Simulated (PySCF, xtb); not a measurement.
3,3-difluorocyclobutene (C₄H₄F₂), SMILES FC1(F)C=CC1.

Harmonic wavenumbers (cm⁻¹) from GFN2-xTB run with xtb at its own minimum, in rising order: 172, 307, 421, 469, 470, 677, 782, 830, 907, 908, 1003, 1025, 1040, 1063, 1120, 1194, 1219, 1279, 1427, 1646, 3011, 3016, 3143, 3166.

Question: What does PBE-D3(BJ)/def2-SVP (PySCF 2.14.0) give at its own minimum? (The exact figures need the calculation; the answer reports its results.)

Answer: 185, 317, 447, 466, 470, 688, 730, 847, 898, 928, 950, 1022, 1037, 1086, 1163, 1179, 1236, 1302, 1393, 1600, 2991, 3058, 3132, 3164. Paired by order, the mean absolute difference is 21 cm⁻¹ and the zero-point energies are 43.3 and 43.3 kcal/mol.
